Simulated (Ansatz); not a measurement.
Z-matrix (Å, degrees):
```
Si
F 1 1.570
O 1 1.634 2 117.9
O 1 1.608 2 106.1 3 -140.5
C 1 1.790 2 124.1 3 60.1
H 4 0.961 1 117.0 2 178.3
Cl 5 1.762 1 121.1 2 159.6
H 5 1.085 1 128.4 2 -5.5
```

The species carries charge 0 and has multiplicity 1.

(1) List the r2SCAN/def2-TZVPP orbital energies in eV (Ansatz). (Best estimate.)

Results:

(1) Ansatz gave: Occupied: -2753.70, -1793.29, -667.06, -517.06, -516.55, -276.08, -255.06, -193.67, -193.44, -193.42, -143.54, -98.43, -98.42, -98.38, -32.27, -27.91, -27.43, -22.34, -16.66, -15.45, -13.61, -13.08, -12.11, -11.98, -11.58, -11.21, -10.36, -9.85, -8.78, -8.23, -8.04, -6.75. Lowest empty: -0.84, -0.31, 0.79, 1.08, 1.50, 2.29, 2.96, 3.92.
